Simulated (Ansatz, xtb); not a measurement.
# C6H2F2O: which of two isomers lies lower

Structure X is `C#CC(=C=O)/C(F)=C/F`, a singlet and structure Y is `O=CC#CC#CC(F)F`, a singlet. Both are isolated molecules in the gas phase, relaxed with B3LYP-D3(BJ)/def2-SVP, each in the lowest conformer that the search found.

Quicker runs give these differences E(Y) − E(X): GFN2-xTB +13.6 kcal/mol; HF/STO-3G +1.7 kcal/mol (at GFN2-xTB geometries); r2SCAN-D4/def2-SVP +7.8 kcal/mol (at GFN2-xTB geometries).

Question: Estimate E(Y) − E(X) at the level CCSD(T)/def2-SVP + ΔMP2/def2-TZVPP.

Answer: Calculated at CCSD(T)/def2-SVP + ΔMP2/def2-TZVPP: E(Y) − E(X) = +5.6 kcal/mol, so structure X lies lower.

How the difference moves with the method:

```csv
level,geometry,E(Y) − E(X) (kcal/mol),departure from the last row (kcal/mol),"job, with rough time for the two"
GFN2-xTB,GFN2-xTB,+13.6,+8.0,"optimisation, 0.17 s"
HF/STO-3G,GFN2-xTB,+1.7,−3.9,"single point, 0.36 s"
r2SCAN-D4/def2-SVP,GFN2-xTB,+7.8,+2.2,"single point, 3.3 s"
B3LYP-D3(BJ)/def2-SVP,B3LYP-D3(BJ)/def2-SVP,+7.9,+2.3,"optimisation, 29 s"
HF/def2-SVP,B3LYP-D3(BJ)/def2-SVP,+4.0,−1.6,part of the CCSD(T) run
MP2/def2-SVP,B3LYP-D3(BJ)/def2-SVP,+3.0,−2.6,part of the CCSD(T) run
CCSD(T)/def2-SVP,B3LYP-D3(BJ)/def2-SVP,+5.1,−0.5,single point
CCSD(T)/def2-SVP + ΔMP2/def2-TZVPP,B3LYP-D3(BJ)/def2-SVP,+5.6,,"single point, 88 s"
```

As drawn, Y has 1 C–C, 1 C≡C in place of 2 C=C.

None of the levels shown reverses the order. The largest departure from CCSD(T)/def2-SVP + ΔMP2/def2-TZVPP is that of GFN2-xTB, 8.0 kcal/mol. A small imaginary or near-zero mode remains, so no thermal terms are given. The last row adds to CCSD(T) the change of the MP2 difference between the two basis sets, here +0.5 kcal/mol.

The correlated steps freeze 9 core orbitals. Run with Ansatz 0.2.0, xtb 6.7.1; the last row on 4 threads of Arm Neoverse V1 on a shared host.
